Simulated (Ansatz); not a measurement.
Relaxation of F$_{4}$H$_{2}$OSi (8 atoms, charge 0, multiplicity 1), to a largest force component of 0.03 eV/Å in at most 50 steps.

All numbers below come from RKS B3LYP-D4/6-31G* (Ansatz).

```xyz
8
Properties=species:S:1:pos:R:3:forces:R:3
Si 0.276 0.067 -0.114 -0.15 0.11 0.08
F 0.195 0.017 1.474 0.16 -0.03 -0.01
F 1.812 -0.030 -0.486 0.00 -0.02 -0.01
F -0.268 1.433 -0.681 0.01 -0.02 -0.02
F -0.442 -1.189 -0.753 0.00 -0.03 -0.01
O -2.412 0.040 0.909 0.47 -0.14 0.56
H -2.703 -0.841 0.626 0.00 0.01 0.01
H -1.908 -0.127 1.739 -0.50 0.13 -0.60
```

Problem. Where does it end, and by what steps?

Solution. The forces met the threshold. After 9 steps the energy has fallen by 0.055 eV; O6 moved furthest, 0.23 Å.

| step | energy less start (eV) | largest force component (eV/Å) | accepted |
| --- | --- | --- | --- |
| 0 | 0.0000 | 0.598 | yes |
| 1 | 0.0078 | 1.668 | no |
| 2 | -0.0186 | 0.621 | yes |
| 3 | -0.0427 | 0.289 | yes |
| 4 | -0.0421 | 0.540 | no |
| 5 | -0.0489 | 0.165 | yes |
| 6 | -0.0535 | 0.050 | yes |
| 7 | -0.0543 | 0.149 | yes |
| 8 | -0.0547 | 0.066 | yes |
| 9 | -0.0548 | 0.005 | yes |

```xyz
8
Properties=species:S:1:pos:R:3
Si 0.210 0.051 -0.058
F 0.338 -0.010 1.525
F 1.714 -0.009 -0.574
F -0.363 1.414 -0.611
F -0.469 -1.244 -0.682
O -2.202 0.043 0.828
H -2.574 -0.790 0.500
H -2.106 -0.085 1.785
```

Time of the run: 22 s on 2 threads of Arm Neoverse V2, on a shared host, peak memory 0.21 GiB.
